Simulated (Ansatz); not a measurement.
ClFH4OSi2 can be A, `O[SiH](Cl)[SiH2]F`, or B, `O[Si](F)([SiH3])Cl`.

Program: Ansatz. Geometries: PBE0-D4/def2-TZVP. ΔE: electronic, gas phase. CCSD(T)/CBS is the MP2 limit (def2-TZVPP, def2-QZVPP) plus CCSD(T) − MP2 in def2-TZVPP, frozen cores. Functionals use def2-TZVPP. One conformer a species, not always the lowest.

A:

```xyz
9

O     1.623    0.345    1.203
Si    0.712    0.736   -0.100
Cl   -0.282    2.519    0.197
Si   -0.934   -0.892   -0.518
F    -1.629   -1.220    0.896
H     1.172    0.146    2.026
H     1.666    0.934   -1.214
H    -1.981   -0.413   -1.455
H    -0.346   -2.156   -1.035
```

B:

Z-matrix (Å, degrees):
```
Si
F 1 1.594
Si 1 2.329 2 110.8
O 1 1.624 2 110.0 3 120.9
Cl 1 2.053 2 105.1 3 -120.6
H 3 1.485 1 108.6 2 -56.8
H 3 1.485 1 109.8 2 63.3
H 3 1.484 1 108.7 2 -176.3
H 4 0.960 1 119.7 2 70.6
```

Which is lower in electronic energy at CCSD(T)/CBS, and by how much? (Best estimate.)

Ansatz gave: B, by 39.6 kJ/mol.

Give E(B) − E(A) in kJ/mol with MP2/def2-TZVPP, CCSD(T)/def2-SVP, CCSD/def2-TZVPP, r2SCAN-D4, BLYP-D4, LDA (SPW92), CCSD(T)/def2-TZVPP. (Best estimate.)

Computed: MP2/def2-TZVPP -40.1, CCSD(T)/def2-SVP -45.1, CCSD/def2-TZVPP -40.6, r2SCAN-D4 -42.2, BLYP-D4 -38.1, LDA (SPW92) -46.0, CCSD(T)/def2-TZVPP -41.3. None reverses the order clearly.

Does the order hold for the free energy at 298.15 K (harmonic terms from PBE0-D4)? (An estimate is asked.)

Ansatz gave: Yes: G(B) − G(A) = -40.3 kJ/mol, for one conformer each. Modes under 60 cm⁻¹, often nearly free rotors, make the harmonic entropy too high.

Largest T1 diagnostic: 0.012.

In def2-TZVPP, CCSD(T) changes the Hartree–Fock value by −4.7 kJ/mol (the triples alone add −0.7 kJ/mol) and MP2 by −3.5 kJ/mol. At CCSD(T), def2-SVP lies −5.5 kJ/mol from the extrapolated value and def2-TZVPP −1.7 kJ/mol.
